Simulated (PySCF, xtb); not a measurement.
C₂H₄BN₃, SMILES NB1N=CC=N1.

GFN2-xTB run with xtb at its own geometry gives an orbital gap of 1.48 eV and a dipole moment of 1.09 D.

The structure is a stationary point at B3LYP-D3(BJ)/def2-SVP. This is a generated structure with no PubChem entry under its InChIKey; it may be hypothetical. Other conformers were not sampled.

Task: What does r2SCAN/def2-TZVP (PySCF) give? (The exact figures need the calculation; the answer reports its results.)

Result: gap 2.98 eV (levels -6.34 and -3.36 eV), dipole 0.54 D.
